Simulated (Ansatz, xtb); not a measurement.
# Two isomers of CH7F3OSi3

We compare I, `O[SiH2][Si@@H]([SiH3])C(F)(F)F`, a singlet, with II, `O[SiH2][SiH2][SiH2]C(F)(F)F`, a singlet. Both are isolated molecules in the gas phase, relaxed with PBE-D3(BJ)/def2-SVP; the shapes shown needn't be the lowest conformers.

I (Å):

```xyz
15

C     0.2422   -0.4790    1.8933
F    -0.6242   -0.3548    2.9302
F     1.4374   -0.8783    2.4114
F    -0.2123   -1.4956    1.1090
O     1.5775    1.6784   -2.0593
Si    2.1136    0.7808   -0.7295
Si    0.4232    1.1634    0.8557
Si   -1.5784    1.5408   -0.3134
H     2.1160    1.6002   -2.8666
H     3.4778    1.2188   -0.2579
H     2.1788   -0.6970   -1.0295
H     0.7469    2.2565    1.8364
H    -1.5006    2.8708   -1.0083
H    -1.7584    0.4481   -1.3289
H    -2.7502    1.5385    0.6305
```

II (Å):

```xyz
15

C    -1.1002   -2.2921   -0.3508
F    -2.4191   -1.8804   -0.4664
F    -1.1383   -3.6065   -0.0488
F    -0.5594   -2.1675   -1.5901
O    -2.7272    0.5868   -1.9717
Si   -2.3164    1.5486   -0.6576
Si   -0.1611    1.0059    0.1569
Si   -0.1549   -1.2023    0.9638
H    -2.7463   -0.3681   -1.7700
H    -3.2808    1.4310    0.4990
H    -2.3188    2.9630   -1.1575
H     0.8789    1.0981   -0.9287
H     0.2489    1.9015    1.2999
H     1.2063   -1.8219    1.1052
H    -0.9241   -1.3591    2.2448
```

Task: Estimate E(II) − E(I) at the level CCSD(T)/def2-SVP + ΔMP2/def2-TZVPP.

Result: CCSD(T)/def2-SVP + ΔMP2/def2-TZVPP gives E(II) − E(I) = −0.071 eV, slightly favouring structure II, which is too small a margin to settle the true order.

The same difference at several levels:

```csv
level,geometry,E(II) − E(I) (eV),departure from the last row (eV),"job, with rough time for the two"
PBE-D3(BJ)/def2-SVP,PBE-D3(BJ)/def2-SVP,−0.148,−0.077,"optimisation, 2.3 min"
HF/def2-SVP,PBE-D3(BJ)/def2-SVP,−0.025,+0.046,part of the CCSD(T) run
MP2/def2-SVP,PBE-D3(BJ)/def2-SVP,−0.088,−0.017,part of the CCSD(T) run
CCSD(T)/def2-SVP,PBE-D3(BJ)/def2-SVP,−0.091,−0.020,single point
CCSD(T)/def2-SVP + ΔMP2/def2-TZVPP,PBE-D3(BJ)/def2-SVP,−0.071,,"single point, 5.4 min"
```

As drawn, both hold the same kinds of bond in the same numbers.

The largest departure from CCSD(T)/def2-SVP + ΔMP2/def2-TZVPP is that of PBE-D3(BJ)/def2-SVP, 0.077 eV. Levels run at GFN2-xTB geometries aren't shown. The last row adds to CCSD(T) the change of the MP2 difference between the two basis sets, here +0.020 eV.

With thermal terms from frequencies at re-optimised GFN2-xTB minima (ideal gas, soft modes damped towards free rotors, one conformer each, 298.15 K, 1 atm): the zero-point term adds +0.017 eV; ΔH is −0.066 and ΔG −0.035 eV.

The correlated steps freeze 20 core orbitals. Mirror images aren't counted in ΔG. Codes used: Ansatz 0.2.0, xtb 6.7.1; the last row on 2 threads of Arm Neoverse V1 on a shared host.
